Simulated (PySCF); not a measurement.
Pb(OMe)(NH2) (CH5NOPb), SMILES C[O][Pb][NH2] (connectivity only; charge and spin as stated), neutral, multiplicity 1.

Coordinates come from a PBE-D3(BJ)/def2-SVP optimisation. The def2 effective core potentials stand for the cores of Pb; spin–orbit coupling is left out. One conformer was computed; it need not be the lowest.

These are PBE-D3(BJ)/def2-SVP run with PySCF values and carry that method's errors.

Frequencies are harmonic and unscaled.

Computed vibrational spectrum:
```
mode  ν (cm⁻¹)  IR (km/mol)  moving atoms (share of kinetic energy)
----  --------  -----------  --------------------------------------
1           75          0.3                                  H 94 %
2          139         20.0          O 47 %, H 24 %, C 16 %, N 12 %
3          143          0.7                  N 48 %, H 26 %, C 22 %
4          226          3.4          C 34 %, O 32 %, H 23 %, Pb 9 %
5          231        168.9                          H 83 %, N 16 %
6          384          0.6                                  H 98 %
7          444         51.0                                  O 77 %
8          514         40.2                          N 77 %, H 15 %
9          552         25.9                          H 81 %, N 17 %
10        1094        177.9                   O 46 %, C 45 %, H 9 %
11        1127          0.0                          H 76 %, C 19 %
12        1140          7.8                  H 69 %, C 21 %, O 10 %
13        1406         20.9                                  H 92 %
14        1410          2.1                                  H 96 %
15        1421         44.6                                  H 92 %
16        1442          7.6                           H 91 %, N 8 %
17        2846        142.9                                  H 97 %
18        2893         82.9                           H 91 %, C 9 %
19        2949         71.1                           H 91 %, C 9 %
20        3454          5.3                                  H 96 %
21        3573         13.0                           H 91 %, N 9 %
```
